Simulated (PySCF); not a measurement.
C5H7NOS.
SMILES with atom numbers: `[CH2:1]=[N:2][C@@H:3]1[CH:4]=[CH:5][S@@:6](=[O:7])[CH2:8]1` (hydrogens: H9, H10 on C1; H11 on C3; H12 on C4; H13 on C5; H14, H15 on C8)

Method: TDDFT wB97X-D/def2-SVPD, vertical, gas phase, core orbitals frozen in the response (PySCF). Geometry: GFN2-xTB, one conformer, isolated molecule. Torsions of this conformer, `[CH2:1]=[N:2][C@@H:3]1[CH:4]=[CH:5][S@@:6](=[O:7])[CH2:8]1`: C1–N2–C3–C4 -122°.

Broadening: Gaussians 0.25 eV wide at half height, area fixed by f = 4.319×10⁻⁹ ∫ε dν̃. The cross-section is σ = 3.8235×10⁻²¹ ε cm², given in Mb (10⁻¹⁸ cm²). The width is an assumption, not a result. The curve ends short of the highest state used, and states not computed would add to its high-energy end.

(λ (nm), σ (Mb)): (195.5, 2.89), (199.3, 0.19), (203.1, 0.24), (206.9, 2.19), (210.6, 7.42), (214.4, 12.70), (218.2, 12.43), (222.0, 6.61), (225.8, 1.78), (229.6, 0.25), (233.4, 0.02), (237.2, 0.01), (241.0, 0.07), (244.7, 0.21), (248.5, 0.42), (252.3, 0.69), (256.1, 1.00), (259.9, 1.13), (263.7, 0.92), (267.5, 0.52), (271.3, 0.21), (275.1, 0.06), (278.9, 0.01), (282.6, 0.00)

Q: Locate the maxima and give the states behind the curve.

A: 260 nm (4.78 eV), ε about 300, made up of S1 (93%); 216 nm (5.74 eV), ε about 3500, made up of S3 (67%) and S4 (33%) (ε in L mol⁻¹ cm⁻¹; maxima over ε = 5, shares over 10%). At its high-energy end, 6.34 eV, the curve is still rising (ε about 730, from S5). The states used: S1 4.76 eV (f 0.0026); S2 4.95 eV (f 0.0008); S3 5.69 eV (f 0.024); S4 5.83 eV (f 0.016); S5 6.54 eV (f 0.037); S6 6.60 eV (f 0.0031); S7 6.81 eV (f 0.114); S8 6.94 eV (f 0.037).

Q: Coming from long wavelengths, where does ε first pass 100 L mol⁻¹ cm⁻¹?

A: At about 269 nm (4.61 eV), 0.15 eV below S1.

Q: On this curve, what absorbance would a 10⁻⁴ mol/L sample give at 222 nm over a 1 cm path?

A: 222 nm is 5.585 eV, where ε is about 1700 L mol⁻¹ cm⁻¹, so A = ε c l ≈ 0.17 (Beer–Lambert, with the gas-phase spectrum and the assumed width).

Q: What would ε be at 5.74 eV, the highest of these maxima, with half the width (0.125 eV)?

A: About 4110 L mol⁻¹ cm⁻¹ against 3530, a factor of about 1.2; a lone state at its own centre would give exactly 2.

The run took 53 s of wall time on one thread of an Arm Neoverse V1, shared host.
